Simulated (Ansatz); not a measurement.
AlH₈NOSi₂ (`O[SiH2]N[SiH2][AlH2]`). Charge 0, multiplicity 1. All single points use the PBE0-D4/def2-TZVP geometry. It is one conformer, not always the lowest.

```xyz
13

O    -2.362   -1.772   -0.671
Si   -1.718   -0.318   -1.092
N    -0.578    0.298    0.038
Si    0.971   -0.380    0.455
Al    2.619    1.374    0.972
H    -2.800   -1.833    0.179
H    -2.770    0.729   -1.210
H    -1.074   -0.603   -2.393
H    -0.857    1.133    0.530
H     1.392   -1.206   -0.714
H     0.877   -1.341    1.601
H     4.174    1.055    1.063
H     2.127    2.865    1.242
```

Q: What is the dipole moment at r2SCAN/def2-TZVPP? (Estimate.)

A: Computed: 2.07 D, with components (-0.47, 1.15, 1.65) D in this frame, pointing from negative to positive charge.

Q: And with PBE, B3LYP, ωB97M-V? (Estimate.)

A: Computed: PBE 2.01 D, B3LYP 2.08 D, ωB97M-V 2.12 D.

Q: Give the Mulliken charges with r2SCAN, B3LYP, PBE in def2-TZVPP. (Estimate.)

A: The calculation gave: 
```tsv
atom	r2SCAN	B3LYP	PBE
O1	-0.41	-0.39	-0.35
Si2	0.54	0.51	0.41
N3	-0.42	-0.36	-0.28
Si4	0.15	0.17	0.09
Al5	0.48	0.39	0.34
H6	0.19	0.18	0.18
H7	-0.11	-0.11	-0.10
H8	-0.09	-0.09	-0.08
H9	0.15	0.13	0.14
H10	-0.07	-0.07	-0.05
H11	-0.10	-0.09	-0.07
H12	-0.16	-0.13	-0.11
H13	-0.16	-0.14	-0.11
```

B3LYP here is the variant with VWN-RPA as its local correlation; programs differ in this.
